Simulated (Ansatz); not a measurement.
Cost and result for the atomization energy of FH$_{2}$ISi, SMILES `F[SiH2]I` (5 atoms, 4 bonds).

Cartesian coordinates in Å:
```
F 0.4566 -0.7395 -1.3796
Si 0.1598 -0.0941 0.0455
I -1.8601 1.2354 -0.0831
H 1.2909 0.7858 0.4012
H -0.0472 -1.1876 1.0160
```

Total charge 0; spin multiplicity 1. Correlated methods include outer-core shells of I, which these sets cover unevenly. I: def2 effective core potential. The geometry is a stationary point of PBE0-D4/def2-TZVP. Program: Ansatz. All runs use 2 threads of a server CPU on a shared host. Times are those of one run each, without the atoms' runs, and a repeat can differ threefold. Electronic energies, without spin–orbit coupling; frozen cores. CCSD(T)/CBS adds CCSD(T) − MP2 in def2-TZVPP to the MP2 limit, and its time is that of the two runs behind it. T1 = 0.009. With those shells the extrapolation isn't a true limit. B3LYP takes the VWN-RPA correlation (the form of Gaussian; ORCA's B3LYP/G). HSE06 is the plane-wave form, built on full-range PBE exchange.

CCSD(T)/CBS is a level of theory with its own doubt, some kJ/mol a heavy atom from the limit and from the frozen cores, so smaller differences don't rank the functionals.

```
                             level  functions  wall time  atomization (kcal/mol)  difference from CCSD(T)/CBS  per bond
            LDA (SPW92)/def2-TZVPP        151     0.65 s                   413.1                         41.4      10.4
                  CCSD(T)/def2-SVP         68      1.1 s                   334.2                        -37.5      -9.4
               HSE06-D4/def2-TZVPP        151      1.6 s                   361.6                        -10.1      -2.5
               BHLYP-D4/def2-TZVPP        151      1.6 s                   355.8                        -15.9      -4.0
 B3LYP-D4/def2-TZVPP (with forces)        151      1.8 s                   363.4                         -8.3      -2.1
r2SCAN-D4/def2-TZVPP (with forces)        151      2.4 s                   367.3                         -4.4      -1.1
                 B2PLYP/def2-TZVPP        151      2.4 s                   361.9                         -9.8      -2.4
             r2SCANh-D4/def2-TZVPP        151      2.5 s                   364.8                         -6.9      -1.7
               PBE-QIDH/def2-TZVPP        151      2.5 s                   363.1                         -8.6      -2.1
                ωB97X-V/def2-TZVPP        151      3.3 s                   368.4                         -3.3      -0.8
                    MP2/def2-QZVPP        269      5.5 s                   375.8                          4.1       1.0
                CCSD(T)/def2-TZVPP        151       10 s                   358.0                        -13.7      -3.4
                 CCSD(T)/CBS(def2)          –       16 s                   371.7                          0.0       0.0
```

From r2SCAN to r2SCAN0 (25 % exact exchange), in def2-TZVPP and without D4, the atomization energy moves by −6.2 kcal/mol: exact exchange takes away binding that semilocal exchange gives to molecules. In def2-TZVPP, CCSD(T) changes the Hartree–Fock value by +82.7 kcal/mol (the triples alone add +5.2 kcal/mol) and MP2 by +92.2 kcal/mol; breaking electron pairs costs correlation energy, which Hartree–Fock lacks. At CCSD(T), def2-SVP lies −37.4 kcal/mol from the extrapolated value and def2-TZVPP −13.7 kcal/mol: correlation converges slowly with the basis, and small sets miss more of it in the bonded molecule than in its fragments.

Spin–orbit coupling would lower the free I atoms strongly, and the atomization energy with them, by more than many differences here.
